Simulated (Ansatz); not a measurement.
## Worked example: vertical ionisation energy of CHBrF2 (bromodifluoromethane)

The species is CHBrF2 (5 atoms), meant as a singlet with charge 0. SMILES: `FC(F)Br`. Geometry: relaxed at PBE0-D4/def2-TZVP.

```xyz
5

F     0.1743   -0.6239    1.2011
C     0.1418    0.0192    0.0350
F     0.7079   -0.7538   -0.8905
Br   -1.6954    0.3897   -0.4567
H     0.6714    0.9687    0.1111
```

Both states at this one shape; open shells run unrestricted unless said. 1 Eh = 27.2114 eV.

| level | program | singlet CHBrF2 (Eh) | doublet [CHBrF2]+ (Eh) |
| --- | --- | --- | --- |
| CCSD(T)/ANO-RCC-MB (sfX2C), 12 core orbitals frozen | Ansatz | -2841.901112 | -2841.462939 |
| CCSD(T)/ANO-RCC-VDZ (sfX2C), 12 core orbitals frozen | Ansatz | -2842.301143 | -2841.879909 |
| CCSD(T)/ANO-RCC-VDZP (sfX2C), 12 core orbitals frozen | Ansatz | -2842.728163 | -2842.309482 |

Q: Work out the vertical ionisation energy at each level.

A: 
1. CCSD(T)/ANO-RCC-MB (sfX2C): -2841.462939 − (-2841.901112) = 0.438173 Eh = 11.92 eV.
2. CCSD(T)/ANO-RCC-VDZ (sfX2C): -2841.879909 − (-2842.301143) = 0.421234 Eh = 11.46 eV.
3. CCSD(T)/ANO-RCC-VDZP (sfX2C): -2842.309482 − (-2842.728163) = 0.418681 Eh = 11.39 eV.

No measured value is set beside it here; the levels span 11.39 to 11.92 eV. Spin-orbit coupling, which splits open shells on such heavy atoms by tenths of an eV, is left out. Minimal sets are far from the basis-set limit.
